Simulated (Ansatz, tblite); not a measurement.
Removing an electron: the cluster B₅N₆⁻. Charge -1, multiplicity 1. Geometry: B3LYP-D4/def2-SVPD. Ansatz, gas phase; energy differences of separate SCF runs; the oxidised species was run as a doublet alone.

```xyz
11

B     0.670   -0.524    1.932
B     1.368    1.381    0.939
B     0.445    1.655   -1.173
B    -1.256   -1.652   -0.390
B    -0.998   -0.005   -1.914
N    -0.355    1.163   -2.110
N    -1.581   -1.147   -1.635
N    -0.073   -1.553    1.763
N     1.439    0.621    2.007
N    -0.891   -2.032    0.777
N     1.231    2.092   -0.197
```

The xTB rows come from tblite. The structure comes from a short search, and lower isomers may exist.

(1) Estimate orbital energies and vertical ionisation energies at: GFN1-xTB; GFN2-xTB; PBE-D4/def2-TZVPD; PBE0-D4/def2-TZVPD.

Answers

(1) 
```json
{"level": "GFN1-xTB", "−HOMO (eV)": "4.63", "vertical IE (eV)": "7.52", "−LUMO (eV)": "1.45", "HOMO–LUMO gap (eV)": "3.19"}
{"level": "GFN2-xTB", "−HOMO (eV)": "3.68", "vertical IE (eV)": "6.89", "−LUMO (eV)": "0.86", "HOMO–LUMO gap (eV)": "2.82"}
{"level": "PBE-D4/def2-TZVPD", "−HOMO (eV)": "0.17", "vertical IE (eV)": "2.83", "−LUMO (eV)": "-2.14", "HOMO–LUMO gap (eV)": "2.31"}
{"level": "PBE0-D4/def2-TZVPD", "−HOMO (eV)": "1.20", "vertical IE (eV)": "2.96", "−LUMO (eV)": "-2.64", "HOMO–LUMO gap (eV)": "3.83"}
```

 Raw xTB energy differences between charge states are shifted by several eV; the methods need an empirical correction for them.
